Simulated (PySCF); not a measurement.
ClK, charge -1, doublet, at the geometry of the source list (a state made from the parent by changing its charge; the spin is typed, not shown lowest) (in this run its highest filled SCF level lies above zero, so its values depend strongly on the basis, on diffuse functions most of all), atoms displaced at random by about 0.03 Å a coordinate; PBE/def2-SVP, gradient run with PySCF.

The PySCF input:
```python
from pyscf import gto, scf, dft

mol = gto.M(
    atom='''
K    -0.772733   -0.752904   -0.768934
Cl    0.753366    0.744602    0.765116
''',
    basis='def2-svp',
    charge=-1,
    spin=1,
    verbose=4,
)

mf = dft.UKS(mol)
mf.xc = 'pbe'
mf.grids.level = 5
mf.kernel()
g = mf.nuc_grad_method()
g.grid_response = False
grad = g.kernel()
```

Output, abridged:

```
PySCF version 2.14.0

[INPUT] verbose = 4
[INPUT] num. atoms = 2
[INPUT] num. electrons = 37
[INPUT] charge = -1
[INPUT] spin (= nelec alpha-beta = 2S) = 1
[INPUT] symmetry False subgroup None
[INPUT] Mole.unit = angstrom
[INPUT] Symbol           X                Y                Z      unit          X                Y                Z       unit  Magmom
[INPUT]  1 K     -0.772733000000  -0.752904000000  -0.768934000000 AA   -1.460253737414  -1.422782358090  -1.453074667866 Bohr   0.0
[INPUT]  2 Cl     0.753366000000   0.744602000000   0.765116000000 AA    1.423655411559   1.407093851803   1.445859693523 Bohr   0.0

nuclear repulsion = 64.9530678679806
number of shells = 18
number of NR pGTOs = 87
number of NR cGTOs = 42
basis = def2-svp
ecp = {}

******** <class 'pyscf.dft.uks.UKS'> ********
method = UKS
initial guess = minao
damping factor = 0
level_shift factor = 0
DIIS = <class 'pyscf.scf.diis.CDIIS'>
diis_start_cycle = 1
diis_space = 8
diis_damp = 0
SCF conv_tol = 1e-09
SCF conv_tol_grad = None
SCF max_cycles = 50
direct_scf = True
direct_scf_tol = 1e-13
number electrons alpha = 19  beta = 18
XC library pyscf.dft.libxc version 7.1.2
    S. Lehtola, C. Steigemann, M. J. T. Oliveira, and M. A. L. Marques,  SoftwareX 7, 1–5 (2018)
XC functionals = pbe
    J. P. Perdew, K. Burke, and M. Ernzerhof,  Phys. Rev. Lett. 77, 3865 (1996)
    J. P. Perdew, K. Burke, and M. Ernzerhof,  Phys. Rev. Lett. 78, 1396 (1997)
    J. P. Perdew, K. Burke, and M. Ernzerhof,  Phys. Rev. Lett. 77, 3865 (1996)
    J. P. Perdew, K. Burke, and M. Ernzerhof,  Phys. Rev. Lett. 78, 1396 (1997)
radial grids:
    Treutler-Ahlrichs [JCP 102, 346 (1995); DOI:10.1063/1.469408] (M4) radial grids

becke partition: Becke, JCP 88, 2547 (1988); DOI:10.1063/1.454033
pruning grids: <function nwchem_prune>
grids dens level: 5
symmetrized grids: False
atomic radii adjust function: <function treutler_atomic_radii_adjust>
small_rho_cutoff = 0
Set gradient conv threshold to 3.16228e-05
tot grids = 86200
init E= -1059.41721974107

cycle= 1 E= -1059.50269043368  delta_E= -0.0855  |g|= 0.303  |ddm|= 0.928

cycle= 2 E= -1058.08858117381  delta_E= 1.41  |g|= 1.28  |ddm|= 5.23
cycle= 3 E= -1059.57317925463  delta_E= -1.48  |g|= 0.0539  |ddm|=  4.9
cycle= 4 E= -1059.57489470288  delta_E= -0.00172  |g|= 0.0311  |ddm|= 0.281
cycle= 5 E= -1059.57568683054  delta_E= -0.000792  |g|= 0.00675  |ddm|= 0.0953
cycle= 6 E= -1059.57572231282  delta_E= -3.55e-05  |g|= 0.00132  |ddm|= 0.0183
cycle= 7 E= -1059.57572379178  delta_E= -1.48e-06  |g|= 0.000251  |ddm|= 0.00582
cycle= 8 E= -1059.57572383818  delta_E= -4.64e-08  |g|= 2.39e-05  |ddm|= 0.000456
cycle= 9 E= -1059.57572383912  delta_E= -9.45e-10  |g|= 3.96e-06  |ddm|= 0.000232
Extra cycle  E= -1059.57572383914  delta_E= -2.18e-11  |g|= 2.85e-06  |ddm|= 2.84e-05
converged SCF energy = -1059.57572383914  <S^2> = 0.75026102  2S+1 = 2.000261

******** <class 'pyscf.grad.uks.Gradients'> for <class 'pyscf.dft.uks.UKS'> ********
unit = Eh/Bohr
grid_response = False
--------------- UKS gradients ---------------
         x                y                z
0 K     0.0078395255     0.0076927446     0.0078803428
1 Cl    -0.0078211533    -0.0076894827    -0.0078581893
----------------------------------------------
```
